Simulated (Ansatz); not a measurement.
Wavefunction ladder for CH₅FSiZn, SMILES `F[CH]([SiH3])[ZnH]`

```xyz
9

F     1.195   -0.249    1.527
C     0.426    0.404    0.534
Si    0.433   -0.599   -1.054
Zn   -1.384    0.709    1.268
H     0.904    1.373    0.343
H    -0.243   -1.909   -0.852
H    -0.348    0.190   -2.050
H     1.801   -0.848   -1.585
H    -2.784    0.928    1.869
```

The species carries charge 0 and has multiplicity 1. For Zn the d shell is correlated and the shells below it are frozen. Scalar relativity is left out up to krypton. The structure was optimised at the PBE0-D4/def2-TZVP level. Frozen core, restricted reference, Ansatz.

| basis | HF (Eh) | MP2 corr. | CCSD corr. | (T) | CCSD(T) total |
| --- | --- | --- | --- | --- | --- |
| def2-SVP | -2206.45103 | -0.73520 | -0.75423 | -0.01942 | -2207.22468 |
| def2-TZVPP | -2206.97058 | -1.06348 | -1.05150 | -0.03460 | -2208.05668 |
| def2-QZVPP | -2207.02711 | -1.14445 | – | – | – |
